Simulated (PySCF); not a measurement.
Computed shifts of a molecule ClF₂H₃Si₂, PBE/pcSseg-1 in PySCF, GIAO, gas phase, equivalent atoms averaged, in ppm (number of nuclei): ¹⁹F: -120.7 (2). ²⁹Si: 2.8 (1), -110.4 (1). ¹H: 4.04 (3). References: ¹⁹F against CFCl3 (σ = 133.6 ppm); ²⁹Si against TMS (σ = 335.4 ppm); ³⁵Cl against HCl (σ = 936.5 ppm); ¹H against TMS (σ = 31.49 ppm), references at their B3LYP-D3(BJ)/def2-TZVP geometries, non-relativistic (without spin–orbit terms, shifts of atoms bonded to Cl or Br come out too high). The structure is a stationary point at PBE-D3(BJ)/def2-SVP. Other conformers were not sampled.

Q: Identify the compound among the candidates.
(A) F[SiH](F)[SiH2]Cl
(B) F[SiH2][Si@H](F)Cl
(C) F[Si](F)([SiH3])Cl

A: C, F[Si](F)([SiH3])Cl
